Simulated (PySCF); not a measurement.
Iron: a sound run and one with changed settings

Sound run: Fe [Ar] 3d6 4s2, Fe⁺ [Ar] 3d6 4s1. All numbers are calculated (PySCF 2.14, the non-relativistic Hamiltonian (point nucleus), in cc-pVTZ (7s6p4d2f1g, 68 functions)). The sound run starts from symmetry-adapted Hartree-Fock orbitals and uses a fine grid where one is needed.

A second run was set up differently.

```
species  method  sound run (hartree)  changed run (hartree)  converged
     Fe     UHF          -1262.45369            -1262.45369        yes
     Fe    BP86          -1263.86041            -1263.86782        yes
     Fe     LDA          -1261.20758            -1261.22110        yes
    Fe⁺     UHF          -1262.21985            -1262.21985        yes
    Fe⁺    BP86          -1263.57024            -1263.57810        yes
    Fe⁺     LDA          -1260.91237            -1260.92699        yes
```

Ionisation energy of Fe:

| method | sound run (eV) | changed run (eV) |
| --- | --- | --- |
| UHF | 6.363 | 6.363 |
| BP86 | 7.896 | 7.884 |
| LDA | 8.033 | 8.003 |

(1) What was changed?
A. level shift left on
B. basis contracted for another Hamiltonian
C. minimal basis
D. angular grid far too coarse

Answers

(1) D. It used 26 angular points. A coarse angular grid integrates products of high-l functions wrongly, so density functionals can shift, and the SCF can exploit the error; Hartree-Fock and MP2 need no grid.
